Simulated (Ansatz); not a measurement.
Total energies of Cu₄ (the lowest singlet isomer of a short search) from Ansatz at PBE0-D4/def2-TZVP, gas phase (1 Eh = 27.2114 eV = 2625.5 kJ/mol). The reference geometry is relaxed at PBE-D4/def2-SVP.

```xyz
4

Cu   -1.0969   -0.0617   -0.2930
Cu    1.0969    0.0617    0.2929
Cu    0.2838    1.5090   -1.3804
Cu   -0.2838   -1.5089    1.3804
```

| state | geometry | energy (Eh) |
| --- | --- | --- |
| charge 0 singlet | reference | -6561.16074 |
| charge 1 doublet | reference | -6560.92153 |
| charge 0 triplet | relaxed at PBE-D4/def2-SVP | -6561.13572 |
| free Cu atom (doublet) | – | -1640.24417 |

Q: Work out the vertical ionisation energy to the doublet.

A: E(charge 1 doublet) − E(charge 0 singlet) = -6560.92153 − (-6561.16074) = 0.23921 Eh = 6.51 eV. For comparison, −ε of the highest occupied level is 4.86 eV at this level, 1.65 eV less.

Q: Which of the charge 0 states is lowest, and how far above it are the others?

A: The singlet. triplet: -6561.13572 − (-6561.16074) = 0.02502 Eh = 65.7 kJ/mol.

Q: What is the binding energy per atom against free atoms?

A: Atoms: 4 × (-1640.24417) = -6560.97668 Eh. Binding: -6560.97668 − (-6561.16074) = 0.18406 Eh = 5.01 eV, or 1.25 eV for each of 4 atoms (no zero-point energy, no counterpoise term).

 The quintet lies 3.02 eV above the singlet at this level but is left out (at the level of its geometry, an occupied level 0.04 eV above an empty one).

The structure comes from a short search, and lower isomers may exist.
